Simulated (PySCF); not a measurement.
Job file and geometry (Å, from GFN2-xTB) of an NMR shielding run on SMILES C#C[B@H-]([NH2+]C)OC(C)(C)C, C7H16BNO, GIAO PBE0/pcSseg-1 NMR shielding, non-relativistic, gas phase (PySCF 2.14.0, density-fitted response routines); density fitting, a coarse starting grid and PySCF grid level 2 are the driver's defaults:

```
$ OMP_NUM_THREADS=1 python probes_run.py task.json out

{"job": {"kind": "nmr", "xc": "PBE0", "basis": "pcSseg-1"}, "charge": 0, "multiplicity": 1}
C     -1.423877     2.920069     0.121543
C     -1.205946     1.837455    -0.353623
B     -0.965801     0.436885    -0.993347
N     -2.145138    -0.542624    -0.046136
C     -2.133854    -1.944890    -0.436477
O      0.255765    -0.246739    -0.861373
C      1.255401    -0.008396     0.102339
C      2.246883    -1.176703    -0.019607
C      0.704332     0.036283     1.537450
C      1.982949     1.309595    -0.199731
H     -1.600447     3.874540     0.530233
H     -1.393134     0.320410    -2.097598
H     -1.851812    -0.431716     0.919228
H     -3.056965    -0.114880    -0.168018
H     -2.541407    -2.039180    -1.440305
H     -1.096290    -2.274439    -0.462189
H     -2.706882    -2.575202     0.248506
H      1.751877    -2.116613     0.215840
H      3.086487    -1.040828     0.657122
H      2.616482    -1.233301    -1.039923
H      1.519066     0.202229     2.238024
H      0.224650    -0.908030     1.792976
H     -0.007961     0.852185     1.637949
H      2.380303     1.281940    -1.211070
H      2.800051     1.465938     0.500189
H      1.284222     2.138626    -0.128886
```

Problem. Write the output of this run.

Solution. 
```
coarse grid: 20760 points
cycle   1  E = -430.4031768016  dE =  1.022e+00  |g| = 8.082e-01  |ddm| = 4.279e+00
cycle   2  E = -430.2689663645  dE =  1.342e-01  |g| = 1.164e+00  |ddm| = 2.071e+00
cycle   3  E = -430.5435401905  dE = -2.746e-01  |g| = 2.155e-01  |ddm| = 1.442e+00
cycle   4  E = -430.5528251825  dE = -9.285e-03  |g| = 6.264e-02  |ddm| = 2.005e-01
cycle   5  E = -430.5532739925  dE = -4.488e-04  |g| = 4.633e-02  |ddm| = 7.054e-02
cycle   6  E = -430.5537904110  dE = -5.164e-04  |g| = 5.149e-03  |ddm| = 3.453e-02
cycle   7  E = -430.5537963153  dE = -5.904e-06  |g| = 1.148e-03  |ddm| = 5.423e-03
final grid: 197816 points
cycle   8  E = -430.6240959974  dE = -1.239e-04  |g| = 1.250e-02  |ddm| = 6.240e-02
cycle   9  E = -430.6240762658  dE =  1.973e-05  |g| = 1.623e-02  |ddm| = 2.238e-02
cycle  10  E = -430.6241313590  dE = -5.509e-05  |g| = 2.122e-03  |ddm| = 1.292e-02
cycle  11  E = -430.6241322020  dE = -8.430e-07  |g| = 4.714e-04  |ddm| = 2.275e-03
cycle  12  E = -430.6241322378  dE = -3.584e-08  |g| = 2.408e-04  |ddm| = 6.201e-04
cycle  13  E = -430.6241322498  dE = -1.205e-08  |g| = 9.650e-05  |ddm| = 2.246e-04
cycle  14  E = -430.6241322520  dE = -2.191e-09  |g| = 2.430e-05  |ddm| = 8.522e-05
cycle  15  E = -430.6241322522  dE = -1.430e-10  |g| = 3.818e-06  |ddm| = 2.327e-05
converged SCF energy = -430.6241322522

GIAO shielding tensors (ppm)
atom      isotropic    diamagn.    paramagn.     s11        s22        s33       span
  0 C       91.532     262.742    -171.210     20.026     25.002    229.568    209.542
  1 C       84.653     261.595    -176.942    -22.109    -16.070    292.138    314.246
  2 B      107.003     191.745     -84.742     95.707    108.665    116.636     20.929
  3 N      198.350     323.890    -125.540    182.576    201.735    210.737     28.161
  4 C      158.910     244.674     -85.764    140.747    149.979    186.003     45.256
  5 O      246.320     399.851    -153.531    199.432    236.538    302.989    103.557
  6 C      113.706     237.469    -123.763     92.871     94.597    153.650     60.780
  7 C      150.438     247.879     -97.441    131.010    134.673    185.631     54.622
  8 C      155.590     253.974     -98.383    137.377    146.141    183.253     45.876
  9 C      155.949     248.997     -93.047    135.605    147.819    184.424     48.819
 10 H       29.794      34.631      -4.837     24.940     25.212     39.231     14.291
 11 H       28.484      30.787      -2.303     26.259     27.185     32.008      5.749
 12 H       29.540      35.857      -6.317     25.729     26.561     36.331     10.602
 13 H       29.663      31.402      -1.739     22.304     28.016     38.670     16.367
 14 H       29.430      28.144       1.286     25.222     26.627     36.440     11.218
 15 H       28.411      31.036      -2.625     22.601     30.542     32.089      9.488
 16 H       29.345      27.097       2.248     24.510     26.690     36.836     12.326
 17 H       30.532      31.349      -0.817     26.930     29.296     35.371      8.442
 18 H       30.782      31.023      -0.241     27.191     28.376     36.779      9.588
 19 H       30.156      30.635      -0.479     27.013     27.802     35.654      8.641
 20 H       30.597      33.135      -2.537     26.894     28.254     36.643      9.748
 21 H       31.136      34.713      -3.577     28.078     30.191     35.140      7.062
 22 H       28.968      34.726      -5.757     25.125     28.661     33.120      7.995
 23 H       30.520      31.029      -0.509     27.372     28.117     36.071      8.699
 24 H       30.980      31.616      -0.636     27.333     28.492     37.115      9.782
 25 H       28.704      32.213      -3.510     22.802     29.529     33.780     10.978
```

Size and cost of the density-fitted run: 250 basis functions, 2.1 min wall time on 1 thread of an Arm Neoverse N1, shared host; peak memory 1.1 GiB.
